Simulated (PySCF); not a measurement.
CH₇BSi, SMILES [SiH3]BC. Atoms are numbered in the order given.

```xyz
10

B     -0.0286    -0.8374     0.3638
H     -0.7420    -1.8196     0.3827
C      1.3436    -0.8995     1.0917
H      1.3683    -1.5582     1.9730
H      1.8229     0.0647     1.3136
H      1.9874    -1.3984     0.3328
Si    -0.6892     0.7646    -0.6821
H     -1.8165     1.3868     0.0921
H     -1.2388     0.3796    -2.0224
H      0.3495     1.8248    -0.8914
```
Charge 0, spin multiplicity 1.

Geometry optimised at PBE0-D3(BJ)/def2-SVP.

Computed with ωB97X/def2-TZVPD in PySCF.

Mulliken values depend strongly on the basis, most of all with diffuse functions as here. Atomic charges (e):

| atom | Mulliken | meta-Löwdin |
|---|---|---|
| B1 | 0.25 | -0.03 |
| H2 | -0.06 | … |
| C3 | -0.76 | -0.44 |
| H4 | 0.25 | 0.13 |
| H5 | 0.26 | 0.12 |
| H6 | 0.25 | 0.15 |
| Si7 | 0.14 | … |
| H8 | -0.11 | … |
| H9 | -0.11 | … |
| H10 | -0.12 | … |

**Question.** Complete the blanks. (An estimate is asked for; the answer gives what the named calculation found.)

**Answer.** 
- H2, meta-Löwdin: 0.01
- Si7, meta-Löwdin: 0.34
- H8, meta-Löwdin: -0.09
- H9, meta-Löwdin: -0.09
- H10, meta-Löwdin: -0.10
